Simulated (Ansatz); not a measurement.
CH5AgO2, SMILES `C[O][Ag-][OH2+]`. Total charge 0; spin multiplicity 1. Correlated methods include outer-core shells of Ag, which these sets cover unevenly. Ag takes the def2 core potential.

```xyz
9

C    -0.8401   -1.3423    1.4164
O     0.2465   -1.2604    0.5583
Ag    0.4924    0.3544   -0.5744
O     0.9173    2.0624   -1.8953
H    -1.8175   -1.3112    0.9043
H    -0.7999   -2.3039    1.9535
H    -0.8605   -0.5539    2.1887
H     1.7532    2.5037   -1.7181
H     0.9087    1.8512   -2.8335
```

Question: Give the diagnostics of a CCSD(T)/def2-TZVPP run (frozen core, the Gaussian-basis code of Ansatz). (Estimate.)

Answer: Ansatz gave: T1 = 0.0199, largest single amplitude 0.069, largest double 0.019, (T) share of the correlation energy 3.3 %, 14 CCSD cycles. The RHF solution is stable towards an unrestricted one. T1 lies under the customary mark of 0.02 for closed shells.
